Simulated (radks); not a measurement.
Task: Sc V, 17 electrons, occupied as [Ne] 3s2 3p5. All-electron calculation, Dirac Kohn-Sham, PBE, spin-unpolarised, spherical densities, finite nucleus; open shells fill j = l - 1/2 first; Fermi nuclear charge, rms radius 3.5459 fm. Program: a radial shooting solver on a logarithmic mesh with Libxc functionals. Some entries of the table are withheld. Estimate them.

orbital  occ.  eigenvalue (Ry)  <1/r> (bohr^-1)
1s1/2       2        -327.3229              (1)
2s1/2       2        -38.99099            4.311
2p1/2       2        -32.90123              (2)
2p3/2       4        -32.55942              (3)
3s1/2       2              (4)              (5)
3p1/2       2              (6)            1.259
3p3/2       3              (7)            1.250

Result: 
(1) 1s1/2 <1/r> (bohr^-1): 20.77
(2) 2p1/2 <1/r> (bohr^-1): 4.239
(3) 2p3/2 <1/r> (bohr^-1): 4.190
(4) 3s1/2 eigenvalue (Ry): -7.76417
(5) 3s1/2 <1/r> (bohr^-1): 1.362
(6) 3p1/2 eigenvalue (Ry): -6.15586
(7) 3p3/2 eigenvalue (Ry): -6.11271
